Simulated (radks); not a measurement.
Q: Ca2.5+, configuration [Ne] 3s2 4s(up 0.5, down 0.5) 3p(up 2.25, down 2.25) (fractional occupations, a model configuration). All-electron calculation, scalar-relativistic Kohn-Sham, PBE, spin-polarised, spherical densities, point nucleus. Program: a radial shooting solver on a logarithmic mesh with Libxc functionals. Some entries of the table are withheld. Estimate them.

| orbital | occ. | eigenvalue (eV) | <r^2> (bohr^2) |
|---|---|---|---|
| 1s | 2 | (1) | 0.007942 |
| 2s | 2 | (2) | (3) |
| 2p | 6 | (4) | (5) |
| 3s | 2 | -78.1947 | 1.426 |
| 3p | 4.5 | -58.3752 | 1.658 |
| 4s | 1 | (6) | 9.376 |

A: 
(1) 1s eigenvalue (eV): -3986.622
(2) 2s eigenvalue (eV): -450.1785
(3) 2s <r^2> (bohr^2): 0.1568
(4) 2p eigenvalue (eV): -370.7229
(5) 2p <r^2> (bohr^2): 0.1325
(6) 4s eigenvalue (eV): -21.9454
